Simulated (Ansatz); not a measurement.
NiCl2, relaxed as a singlet with RKS PBE0-D4/def2-TZVP in Ansatz, starting from the GFN2-xTB geometry. Force threshold 0.02 eV/Å.

The restricted singlet is unstable towards broken spin symmetry in Hartree–Fock (as tested in another run); at PBE0-D4/def2-TZVP this wasn't settled. In the singlet, Cl2 and Cl3 lie 2.26 Å apart (atoms count from 1), so these atoms are partly bonded to each other. The relaxation made no stability test and no search for a lower SCF solution. No other spin state of charge 0 was run. Another isomer (triplet) lies 4.39 eV lower at PBE0-D4/def2-TZVP; other spin states weren't run for this one.

Start:

Cartesian coordinates in Å:
```
Ni 1.0200 0.2066 1.7139
Cl 0.0234 0.0107 0.0420
Cl -1.0433 -0.2173 -1.7559
```

(1) Estimate the energy that the relaxation releases and the steps that it takes.

(2) Does the start keep its bonding and symmetry?

(3) Predict the relaxed structure.

## Answers

(1) 62.0 kJ/mol, in 8 steps; 19 s on 4 threads of Arm Neoverse N1 on a shared host. No frequencies were taken in this run, so the end may be a saddle point.

(2) By distances, no bond broke or formed. The bond that changes most is Cl2–Cl3, from 2.10 to 2.26 Å (atoms count from 1). Point group C∞v at the start, Cs at the end, both within 0.05 Å.

(3) 
| atom | x (Å) | y (Å) | z (Å) |
| --- | --- | --- | --- |
| Ni1 | 0.964 | -0.219 | 1.435 |
| Cl2 | -0.134 | 0.770 | 0.129 |
| Cl3 | -0.830 | -0.551 | -1.565 |
Bond lengths: 1 × Cl–Ni 1.97 Å; 1 × Cl–Cl 2.26 Å.
